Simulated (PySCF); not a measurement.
## Which element holds Br most strongly?

PBE0 in PySCF with def2-TZVPPD on every atom (core potentials on Mo, Sn), for the lowest determinant that a PBE0 search found; no spin–orbit coupling. D0 is De less the harmonic zero-point energy.

| M | state (unpaired electrons) | Re (Å) | ωe (cm⁻¹) | D0(MBr) (eV) |
| --- | --- | --- | --- | --- |
| Ga | singlet (closed shell) | 2.375 | 264 | 4.38 |
| Mo | sextet (σ ↑, π ↑↑, δ ↑↑) | 2.434 | 268 | 3.34 |
| Cu | singlet (closed shell) | 2.205 | 302 | 3.35 |
| Sn | doublet (π ↑) | 2.519 | 243 | 3.55 |
| P | triplet (π ↑↑) | 2.173 | 443 | 3.04 |
| Zn | doublet (σ ↑) | 2.305 | 274 | 1.98 |
| B | singlet (closed shell) | 1.894 | 685 | 4.54 |

Task: Order the elements by D0 and give the energy of ZnBr + P → PBr + Zn.

Result: B > Ga > Sn > Cu > Mo > P > Zn; ΔE = 1.98 − 3.04 = -1.06 eV at PBE0/def2-TZVPPD. Close neighbours can swap at other levels.

The metal atom is held in its measured ground configuration; semilocal functionals can put another filling of s and d lower by some tenths of an eV, and De to that atom would be smaller. These are scalar-relativistic numbers at best; spin–orbit coupling would shift them, the dissociation energy most. States were picked by a PBE0 search and need not be the measured ground states.
